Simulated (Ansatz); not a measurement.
`B[N](C)[GeH3]` + `[SH][GeH3]` → `B[S][GeH3]` + `C[NH][GeH3]`  (ligand exchange at a B–N bond)

Isolated molecules relaxed with PBE0-D4/def2-TZVP in Ansatz; ΔE leaves out vibrations. CBS: MP2 limit from def2 TZ/QZ plus the TZ coupled-cluster correction, frozen cores. Functionals use def2-TZVPP. HSE06 is defined as in plane-wave codes. For Ge outer-core shells are correlated without core-valence functions, which leaves a few kJ/mol of doubt a bond. Scalar relativity is left out up to krypton.

| level | ΔE (kcal/mol) |
| --- | --- |
| BLYP-D4 | 14.7 |
| HSE06-D4 | 13.6 |
| CAM-B3LYP-D4 | 15.9 |
| CCSD/def2-SVP | 16.2 |

Task: What does CCSD(T)/CBS give? (Best estimate.)

Result: Ansatz gave: +14.7 kcal/mol. The listed levels differ from it by 0.0, -1.1, 1.2, 1.5 kcal/mol.

Largest T1 diagnostic among the species: 0.014.

Leaving LDA and LC-ωPBE aside and taking each functional with its dispersion term where it has one, the values, not all of them listed here, spread over 2.8 kcal/mol, from revPBE-D4 to CAM-B3LYP-D4. LDA lies +2.6 kcal/mol from PBE without D4. From BLYP to BHLYP (50 % exact exchange), in def2-TZVPP and without D4, ΔE moves by +0.8 kcal/mol.
